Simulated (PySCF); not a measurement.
Vertical excitations of a molecule C₆H₁₀ from TDA-PBE/def2-SVPD in PySCF 2.14.0, as energy in eV (oscillator strength): 5.82 (0.008), 6.10 (0.010), 6.67 (0.036), 6.91 (0.018), 7.03 (0.022), 7.09 (0.027), 7.27 (0.055), 7.30 (0.003), 7.33 (0.002), 7.40 (0.017). Lowest triplet (TDA): 4.44 eV. Geometry optimised at B3LYP-D3(BJ)/def2-SVP. Other conformers were not sampled.

### Question
Identify the compound among the candidates.
A) C=CCC1CC1
B) C=C1CC[C@@H]1C
C) C=CCCC=C
D) CC=C=CCC

### Answer
A, C=CCC1CC1
